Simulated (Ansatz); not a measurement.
Start from `C#C/C=C/C` and change one atom or group to get `C/C=[CH]/[AlH2]`.

Ansatz, PBE0-D4/def2-TZVP geometries, multiplicity 1. 

| property | `C#C/C=C/C` |
| --- | --- |
| LUMO energy (B3LYP/def2-TZVPP) / eV | -0.89 |
| HOMO energy (ωB97M-V/def2-TZVPP) / eV | -8.91 |
| LUMO energy (PBE0/def2-TZVPP) / eV | -0.68 |
| size of the dipole moment (B3LYP/def2-TZVPP) / D | 1.14 |
| HOMO–LUMO gap (B3LYP/def2-TZVPP) / eV | 5.71 |
| size of the dipole moment (PBE/def2-TZVPP) / D | 1.15 |

(1) Give the same properties after the change, and the shifts. (Best estimate.)

## Answers

(1) The calculation gave: 
| property | `C/C=[CH]/[AlH2]` | shift |
| --- | --- | --- |
| LUMO energy (B3LYP/def2-TZVPP) / eV | -1.68 | -0.79 |
| HOMO energy (ωB97M-V/def2-TZVPP) / eV | -9.86 | -0.95 |
| LUMO energy (PBE0/def2-TZVPP) / eV | -1.47 | -0.79 |
| size of the dipole moment (B3LYP/def2-TZVPP) / D | 1.55 | 0.41 |
| HOMO–LUMO gap (B3LYP/def2-TZVPP) / eV | 5.75 | 0.04 |
| size of the dipole moment (PBE/def2-TZVPP) / D | 1.65 | 0.50 |

With PBE0 the HOMO falls by 0.85 eV and the LUMO falls by 0.79 eV, so the gap widens by about 0.06 eV. PBE moves the HOMO by -0.82 eV and ωB97M-V by -0.95 eV. Dipoles are sizes alone; their direction can turn.

B3LYP here is the variant with VWN-RPA as its local correlation; programs differ in this.
